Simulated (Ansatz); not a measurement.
Species: BN2H5, charge 0, singlet. BN2H5 (SMILES B(N)N).
B3LYP-D3(BJ)/def2-TZVP minimum from Ansatz (a program for electronic structure):
```
B
N 1 1.4119
H 2 1.0034 1 122.04
H 2 1.0060 3 113.52 1 180.00
N 1 1.4119 2 122.86 3 180.00
H 5 1.0034 1 122.04 2 180.00
H 5 1.0060 6 113.52 1 180.00
H 1 1.1954 2 118.57 3 0.00
```

Atomisation energy term by term, kcal/mol (programs: Ansatz). Radicals and triplets start from unrestricted determinants; spin-orbit coupling is neglected. Cores are frozen in correlated methods. Rows without X2C or -DK are non-relativistic. CBS(X,Y): correlation extrapolated as X^-3, Hartree-Fock from the larger set. A bracket is a step between two methods taken in the basis named. 'core' is core correlation in cc-pwCVTZ, 'X2C' scalar relativity in cc-pVTZ-DK, both at CCSD(T). For partners of very few electrons the exact lower level stands in for a higher one.

| term | basis | kcal/mol |
|---|---|---|
| Hartree-Fock | cc-pVQZ | 504.93 |
| CCSD correlation | CBS(cc-pVTZ,cc-pVQZ) | 188.79 |
| (T) | CBS(cc-pVTZ,cc-pVQZ) | 10.51 |
| CCSDT(Q) - CCSD(T) | cc-pVDZ | 0.59 |
| core correlation | cc-pwCVTZ | 2.99 |
| scalar relativity | X2C, cc-pVTZ-DK | -0.66 |
| sum: De |  | 707.2 |
